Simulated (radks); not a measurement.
Problem. All-electron atom: Ca+ in [Ar] 4s1 (the NIST ground configuration). All-electron calculation, non-relativistic Kohn-Sham, LDA (Slater exchange, Perdew-Wang correlation), spin-polarised, spherical densities, point nucleus; open shells are filled with parallel spins first. Program: a radial shooting solver on a logarithmic mesh with Libxc functionals. Some entries of the table are withheld. Estimate them.

orbital,occ.,eigenvalue (hartree),<r^2> (bohr^2)
1s up,1,-144.1936,0.008073
1s down,1,-144.1923,0.008073
2s up,1,-15.30420,0.1603
2s down,1,-15.30281,0.1603
2p up,3,-12.54271,0.1341
2p down,3,-12.54140,0.1341
3s up,1,(1),(2)
3s down,1,(3),(4)
3p up,3,-1.28481,1.912
3p down,3,-1.28006,1.893
4s up,1,-0.34759,14.27
4s down,0,-0.31350,14.76

Solution. 
(1) 3s up eigenvalue (hartree): -1.96120
(2) 3s up <r^2> (bohr^2): 1.565
(3) 3s down eigenvalue (hartree): -1.95765
(4) 3s down <r^2> (bohr^2): 1.560
